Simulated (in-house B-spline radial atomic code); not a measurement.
Values are calculated unless marked as measured or tabulated.
## Correlation energy from the adiabatic connection: −Z/r, Z = 2.45

Two electrons in a singlet, external potential −Z/r, Z = 2.45 (atomic units). Full CI in B-splines (partial waves to l = 8, correlation up to 0.6 % small) with the density held fixed gives W(λ) = <V_ee>_λ − U, and E_c is the integral of W(λ) − W(0) from 0 to 1.

| λ | W(λ) − W(0) (hartree) |
| --- | --- |
| 0 | 0.00000 |
| 0.02 | -0.00190 |
| 0.05 | -0.00473 |
| 0.12 | -0.01121 |
| 0.25 | -0.02285 |
| 0.4 | -0.03565 |
| 0.6 | -0.05176 |
| 0.8 | -0.06686 |
| 1 | -0.08104 |

Task: Integrate the table by the trapezoid rule.

Result: The strips give -0.00002, -0.00010, -0.00056, -0.00221, -0.00439, -0.00874, -0.01186, -0.01479, which sum to -0.04267 hartree. The direct value, W(1) − W(0) + T_c with T_c = 0.03831, is -0.04273; the curve is convex, so chords lie above it and the trapezoids fall short in size by 0.14 %.

Task: Now use only three numbers: W(0) = -1.3067, the initial slope W'(0) = -0.09542 (extrapolated from the first points) and the strong-coupling limit of the point-charge-plus-continuum model, W∞ = -1.8616. What do second-order theory and the interpolation W(λ) = W∞ + (W(0) − W∞)/√(1 + 2χλ) of Seidl, Perdew and Levy give?

Result: Second order keeps the slope alone: E_c = W'(0)/2 = -0.04771, +12 % in size against -0.04273. Matching the slope fixes χ = W'(0)/(W∞ − W(0)) = -0.09542/(-0.55490) = 0.17196. Integrating, with s = √(1 + 2χ) = 1.159275, E_c = −(W(0) − W∞)(s − 1)/(s + 1) = −0.55490 × 0.159275/2.159275 = -0.04093 hartree, -4.2 % in size against the full result. At λ = 1 the formula gives W − W(0) = -0.07624 against -0.08104. Part of the miss can come from the model's W∞.
